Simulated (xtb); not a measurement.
Job for xtb: GFN1-xTB on ClH5SSi (a complex), monomers drawn apart or pushed together.

```
$ xtb mol.xyz --gfn 1 --sp --chrg 0 --uhf 0
8

S      1.20144351    -0.08017689    -0.53455461
H     -0.04476525    -0.52801572    -0.31494729
H      0.84537292     1.18737266    -0.27320004
Si    -0.40157668     0.56987011     6.02142609
Cl    -2.09663662     1.45961359     5.22368927
H     -0.33074988    -0.82172788     5.54292611
H     -0.54247415     0.60285279     7.49136530
H      0.77904703     1.34429954     5.60073805
```

The head of its log:

```
[...]
           -------------------------------------------------
          |                Calculation Setup                |
           -------------------------------------------------



molecular fragmentation (1/2 indicates fragments):
11122222
# atoms in fragment 1/2:     3     5
 fragment masses (1/2) :       34.08       66.56
CMA distance (Bohr)    :  12.631
constraining FC (au)   :  0.0500

           -------------------------------------------------
          |                 G F N 1 - x T B                 |
           -------------------------------------------------

        Reference                      10.1021/acs.jctc.7b00118
      * Hamiltonian:
        H0-scaling (s, p, d)           1.850000    2.250000    2.000000
        zeta-weighting                 0.000000
      * Dispersion:
        s8                             2.400000
        a1                             0.630000
        a2                             5.000000
        s9                             0.000000
      * Repulsion:
        kExp                           1.500000
        rExp                           1.000000
      * Coulomb:
        alpha                          2.000000
        third order                    atomic
        anisotropic                    false
      * Halogen bond correction:
        rad-scale                      1.300000
        damping                        0.440000


          ...................................................
          :                      SETUP                      :
          :.................................................:
          :  # basis functions                  40          :
          :  # atomic orbitals                  37          :
          :  # shells                           19          :
          :  # electrons                        22          :
          :  # halogen bonds                     1          :
          :  max. iterations                   250          :
          :  Hamiltonian                  GFN1-xTB          :
          :  restarted?                      false          :
          :  GBSA solvation                  false          :
          :  PC potential                    false          :
          :  electronic temp.          300.0000000     K    :
          :  accuracy                    1.0000000          :
          :  -> integral cutoff          0.2500000E+02      :
          :  -> integral neglect         0.1000000E-07      :
          :  -> SCF convergence          0.1000000E-05 Eh   :
          :  -> wf. convergence          0.2000000E-04 e    :
          :  Broyden damping             0.4000000          :
          :  net charge                          0          :
          :  unpaired electrons                  0          :
          ...................................................

 iter      E             dE          RMSdq      gap      omega  full diag
   1    -12.6137341 -0.126137E+02  0.427E+00    4.96       0.0  T
   2    -12.6217552 -0.802107E-02  0.234E+00    5.17       1.0  T
```

What total energy does the run end on?

-12.5727 hartree.
